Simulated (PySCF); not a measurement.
All numbers come from PySCF, PBE0, basis Cr def2-SVP, N def2-SVP, I def2-SVP with ECP28 (scalar-relativistic core potentials, no spin–orbit coupling, density fitting). Open shells, if any, are unrestricted.

**Question.** What shape and geometry does isolated singlet CrNI3 take (every ligand bound to Cr)?

**Answer.** Formally Cr is in oxidation state +6, d0. The polar-tensor charge on Cr, 1.16, is far below the formal one. The lowest minimum found is a singlet of C3v symmetry with Cr–I 2.465 Å (×3), Cr–N 1.475 Å; I–Cr–I 113.7° (×3), I–Cr–N 104.9° (×3). Its harmonic wavenumbers are 56 (e), 98 (a1), 210 (a1), 237 (e), 364 (e), 1306 (a1) cm⁻¹ and its dipole moment is 0.79 D.

Stability towards spin polarisation was not tested. This need not be the most stable arrangement of these atoms.
